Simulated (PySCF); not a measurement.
Species: C₈H₉NO.
Structure used (GFN2-xTB), in Å, numbered top down from 1:
```
atom  x, y, z in Å
C1     3.487   -0.061   -0.406
C2     2.180    0.026   -0.250
C3     1.444   -0.477    0.959
O4     0.238   -1.139    0.625
C5    -0.834   -0.421    0.222
C6    -0.926    0.969    0.181
C7    -2.116    1.534   -0.251
N8    -3.173    0.842   -0.631
C9    -3.084   -0.479   -0.586
C10   -1.956   -1.157   -0.174
H11    4.120   -0.506    0.343
H12    3.978    0.320   -1.285
H13    1.557    0.467   -1.016
H14    1.245    0.350    1.657
H15    2.040   -1.229    1.483
H16   -0.108    1.609    0.469
H17   -2.220    2.610   -0.297
H18   -3.968   -1.017   -0.903
H19   -1.916   -2.234   -0.150
```

Computed at PBE0/pcSseg-1 (PySCF, non-relativistic), with Q(17O) = −0.0256 b, Q(14N) = 0.02044 b: O4, 17O (I = 5/2): χzz = -11.44 MHz, η = 0.614; N8, 14N (I = 1): χzz = -5.213 MHz, η = 0.283.

Question: Find the zero-field quadrupole resonance frequencies of 17O at O4.

Answer: From the eigenvalues of H = χ/[4I(2I − 1)] × [3Iz² − I(I + 1) + η(Ix² − Iy²)], steps between neighbouring levels, labelled as for η = 0: ±1/2↔±3/2 2.311 MHz, ±3/2↔±5/2 3.227 MHz (aryl ether oxygen).

Question: Find the zero-field quadrupole resonance frequencies of 14N at N8.

Answer: From ν± = (3/4)|χ|(1 ± η/3) and ν0 = |χ|η/2: ν+ 4.279 MHz, ν− 3.540 MHz, ν0 0.739 MHz (pyridine-type nitrogen).

In a crystal, neighbours and librations shift these lines. One conformer (not necessarily the lowest) at the GFN2-xTB geometry, without solvent, vibrations or thermal averaging. GFN2-xTB bond lengths can be off by several hundredths of an ångström, more for odd bonds, and the gradients follow them. A larger basis could move these couplings by a tenth or more.
